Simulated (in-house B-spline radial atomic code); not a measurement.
Radial electron density of Au⁴⁺, [Kr] 4d10 4f14 5s2 5p5 5d7 5g1. Method: Dirac-Hartree-Fock, average of configuration, Fermi nucleus of rms radius 5.4371 fm. Calculated with a radial B-spline atomic code at the basis-set limit.

Columns: r (bohr), 4πr²n(r) (electrons per bohr), bar.

```
0.000518    3.878 #
0.000658    5.629 ##
0.000836    8.116 ##
 0.00106    11.57 ###
 0.00135    16.43 #####
 0.00171    22.85 #######
 0.00217    31.38 #########
 0.00276    42.36 #############
 0.00351    55.75 #################
 0.00445    70.85 #####################
 0.00565    86.71 ##########################
 0.00718    101.1 ##############################
 0.00912    111.2 ##################################
  0.0116    114.5 ###################################
  0.0147    110.7 #################################
  0.0187    103.7 ###############################
  0.0237    101.4 ###############################
  0.0301      111 #################################
  0.0382    130.7 #######################################
  0.0485      146 ############################################
  0.0616    141.1 ###########################################
  0.0783    121.9 #####################################
  0.0994    116.3 ###################################
   0.126    131.9 ########################################
    0.16    133.3 ########################################
   0.204    99.52 ##############################
   0.258    75.14 #######################
   0.328    84.69 ##########################
   0.417    86.27 ##########################
   0.529    58.52 ##################
   0.672    31.85 ##########
   0.853    21.84 #######
    1.08    16.77 #####
    1.38    9.771 ###
    1.75    4.032 #
    2.22    1.122 
    2.82   0.2449 
    3.58    0.171 
    4.54   0.2411 
    5.77   0.2214 
    7.33   0.1051 
    9.31  0.02153 
    11.8 0.001556 
      15 2.791e-05 
    19.1 8.33e-08
```

On this grid the curve has 5 maxima, near 0.0116, 0.0485, 0.16, 0.417, 4.54 bohr.

The 5g7/2 radial function P(r) = rR(r), positive near the nucleus, with its small component Q(r) (sign convention: Q ≈ (P' + κP/r)/2c):

```csv
r (bohr),P,Q
0.328,0.0008713,6.525e-05
0.529,0.00309,0.000141
0.853,0.01102,0.0003164
1.38,0.04175,0.0007517
2.22,0.1522,0.001628
3.58,0.3963,0.002158
5.77,0.4705,0.0009496
9.31,0.1468,-1.983e-05
15,0.005287,-7.769e-06
```
